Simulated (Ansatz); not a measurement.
Computed with Ansatz on PBE0-D4/def2-TZVP structures; ΔE is electronic, products minus reactants. CCSD(T)/CBS adds triple-zeta CCSD(T) − MP2 to the extrapolated MP2 energy (def2 sets, frozen cores). DFT in def2-TZVPP. For Ge outer-core shells are correlated without core-valence functions, which leaves a few kJ/mol of doubt a bond. Scalar relativity is left out up to krypton. Each species was taken in one conformer, which may not be the lowest.

Reaction (ligand exchange at the Si–C bond): `[SiH3]C1=C[SiH2]O1` + `[OH][GeH2][F]` → `[F][GeH2][O][SiH3]` + `C1=C[SiH2]O1`

| level | ΔE (kJ/mol) |
| --- | --- |
| BLYP | -92.8 |
| MP2/def2-TZVPP | -99.5 |

Problem. What does CCSD(T)/CBS give? (Best estimate.)

Solution. Computed: -97.6 kJ/mol. The listed levels differ from it by 4.8, -1.9 kJ/mol.

Problem. What do rigid-rotor, harmonic-oscillator terms from PBE0-D4/def2-TZVP frequencies (298.15 K, 1 bar) make of the CCSD(T)/CBS value? (Best estimate.)

Solution. Computed: ΔZPE = +3.1 kJ/mol, ΔH = -95.0 kJ/mol, ΔS = 12 J/(mol·K), ΔG = -98.4 kJ/mol. Modes under 50 cm⁻¹ make the entropy rough.

Largest T1 diagnostic among the species: 0.014.

From r2SCAN to r2SCAN0 (25 % exact exchange), in def2-TZVPP and without D4, ΔE moves by −4.3 kJ/mol. At CCSD(T), def2-SVP lies +3.0 kJ/mol from the extrapolated value and def2-TZVPP −1.0 kJ/mol.
